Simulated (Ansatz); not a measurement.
Ansatz (a program for electronic structure) input file for Pb(I)2 anion (I2Pb), SMILES [Pb]([I])[I] (connectivity only; charge and spin as stated), charge -1, multiplicity 2, PBE/def2-SVPD. Coordinates come from a r2SCAN-D4/def2-SVPD optimisation. The spin state was assumed, not searched. The isomer is the one that the SMILES or the coordinates give; other isomers of the formula were not compared. The def2 effective core potentials stand for the cores of I, Pb; spin–orbit coupling is left out.

Ansatz 0.2 input:
```yaml
crystal:
  periodic: [false, false, false]
  atoms:
    - {symbol: Pb, position_ang: [0.00000000, 0.00000000, 1.04432239]}
    - {symbol: I, position_ang: [0.00000000, 2.36135330, -0.80787204]}
    - {symbol: I, position_ang: [0.00000000, -2.36135330, -0.80787204]}
basis:
  gaussian:
    orbitals: def2-SVPD
hamiltonian:
  xc: {name: PBE}
total_charge: -1
magnetization: {spin_polarized: true, initial_magnetization: 1}
```

Program output:

```
WARN ansatz: RAYON_NUM_THREADS=1 ignored (pool sized by the plan → 1); use --threads N
Functional definition: PBE
integrals: 0.05 GiB planned
1105 factors; their error is unknown
mean field: 0.36 GiB planned
mean field evaluation 1: about -21455.0941 eV, gradient 7.9e0 eV
mean field evaluation 2: about -21454.7946 eV, gradient 9.6e0 eV
mean field evaluation 4: about -21455.4343 eV, gradient 7.5e-1 eV
mean field evaluation 8: about -21455.4286 eV, gradient 1.2e-2 eV
mean field evaluation 16: about -21453.7564 eV, gradient 3.0e0 eV
mean field -21455.42858778 eV, -788.4724575891 hartree, gradient 1.5e-5 eV, S^2 0.752666; 3 other end points of the search recorded, 0 dependent functions left out
reference -21455.42862975 eV, -788.4724591316 hartree; 37, 36 occupied and 65, 66 virtual orbitals, 1105 factors
Total energy: -21455.42862975 eV, -788.4724591316 hartree
```

Self-consistency was reached.
